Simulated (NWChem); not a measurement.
System meant: GaH$_{3}$; SMILES [GaH3]

Here is an NWChem input.

```
start job
memory heap 200 mb stack 900 mb global 1100 mb
geometry units angstroms noautoz
  Ga     0.000000     0.000000     0.000000
  H      1.117639     1.117639     0.000000
  H      0.409084    -1.526724     0.000000
  H     -1.526724     0.409084     0.000000
end
basis spherical
  * library def2-svp
end
dft
  xc xpbe96 cpbe96
  iterations 4
  mulliken
end
task dft energy
```

End of the output:

```
    Atom       Charge   Shell Charges
 -----------   ------   -------------------------------------------------------
    1 Ga  31    30.78   2.00  2.00  1.95  0.79  0.34  5.99  5.84  1.04  0.73  7.73  2.03  0.33
    2 H    1     1.07   0.59  0.46  0.02
    3 H    1     1.07   0.59  0.46  0.02
    4 H    1     1.07   0.59  0.46  0.02

 center of mass
 --------------
 x =  -0.00000000 y =   0.00000000 z =   0.00000000

 moments of inertia (a.u.)
 ------------------
          13.486752386360           0.000000000000           0.000000000000
           0.000000000000          13.486752386360           0.000000000000
           0.000000000000           0.000000000000          26.973504772720

     Multipole analysis of the density
     ---------------------------------

     L   x y z        total         alpha         beta         nuclear
     -   - - -        -----         -----         ----         -------
     0   0 0 0     -0.000000    -17.000000    -17.000000     34.000000

     1   1 0 0      0.000000      0.000000      0.000000     -0.000000
     1   0 1 0      0.000000      0.000000      0.000000      0.000000
     1   0 0 1     -0.000000     -0.000000     -0.000000      0.000000

     2   2 0 0    -15.731223    -14.556631    -14.556631     13.382038
     2   1 1 0     -0.000000     -0.000000     -0.000000     -0.000000
     2   1 0 1     -0.000000     -0.000000     -0.000000      0.000000
     2   0 2 0    -15.731223    -14.556631    -14.556631     13.382038
     2   0 1 1     -0.000000     -0.000000     -0.000000      0.000000
     2   0 0 2    -12.012802     -6.006401     -6.006401      0.000000

 ------------------------------------------------------------------------
 dft energy failed                                                                                  0
 ------------------------------------------------------------------------
 ------------------------------------------------------------------------
  current input line :
    17: task dft energy
 ------------------------------------------------------------------------
 ------------------------------------------------------------------------
 This type of error is most commonly associated with calculations not reaching convergence criteria
 ------------------------------------------------------------------------
 For more information see the NWChem manual at https://nwchemgit.github.io

0:dft energy failed:Received an Error in Communication
```

Q: Can this run be used? If not, why, and what is the fix?

A: The run did not converge; its last values are not results. Cause: the SCF was allowed too few iterations. This input runs:
```
start job
memory heap 200 mb stack 900 mb global 1100 mb
geometry units angstroms noautoz
  Ga     0.000000     0.000000     0.000000
  H      1.117639     1.117639     0.000000
  H      0.409084    -1.526724     0.000000
  H     -1.526724     0.409084     0.000000
end
basis spherical
  * library def2-svp
end
dft
  xc xpbe96 cpbe96
  iterations 150
  mulliken
end
task dft energy
```
It converges to -1926.06536 Ha (PBE/def2-SVP).
